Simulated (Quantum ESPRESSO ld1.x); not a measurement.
Q: Radial electron density D(r) = 4 pi r^2 rho(r) of an atom or ion with 11 electrons. Calculated with ld1.x of Quantum ESPRESSO 7.5: scalar-relativistic Kohn-Sham, exchange-only LDA, spin-unpolarised, spherical densities, point nucleus.

```
   r/bohr * D(r) (the largest magnitude, 15.8, reaches the edge; | marks zero)
  0.01081 |      *
  0.01229 |       *
  0.01386 |         *
  0.01562 |           *
  0.01776 |              *
  0.02002 |                 *
  0.02257 |                    *
  0.02565 |                        *
  0.02892 |                            *
  0.03287 |                                 *
  0.03707 |                                     *
  0.04179 |                                         *
   0.0475 |                                              *
  0.05355 |                                                 *
  0.06038 |                                                    *
  0.06863 |                                                      *
  0.07738 |                                                      *
  0.08724 |                                                     *
  0.09916 |                                                  *
   0.1118 |                                               *
   0.1271 |                                          *
   0.1433 |                                      *
   0.1615 |                                   *
   0.1836 |                                 *
    0.207 |                                 *
   0.2334 |                                  *
   0.2653 |                                      *
   0.2991 |                                          *
   0.3399 |                                             *
   0.3833 |                                               *
   0.4321 |                                               *
   0.4911 |                                            *
   0.5537 |                                       *
   0.6243 |                                *
   0.7096 |                        *
   0.8001 |                 *
   0.9021 |           *
    1.025 |       *
    1.156 |    *
    1.314 |   *
    1.481 |  *
     1.67 |  *
    1.898 |  *
     2.14 | *
    2.413 |*
    2.743 |*
    3.092 |*
    3.487 *
    3.963 *
    4.468 *
    5.078 *
    5.726 *
    6.456 *
    7.337 *
```

What is the nuclear charge?

A: Z = 14. The innermost maximum, from 1s, lies near gamma/Z bohr with gamma = sqrt(1 - (Z/c)^2) = 0.995, here 0.0711 bohr (found: 0.0749), and its height grows with Z. The density is that of the silicon ion Si3+ in [He] 2s2 2p5.75 3s1 3d0.25; the configuration itself is not fixed sharply by these data, and Z only to about a unit. D(r) has 2 maxima, at r = 0.0749, 0.405 bohr, and minima at 0.197 bohr, inside which lie 2.21 electrons.
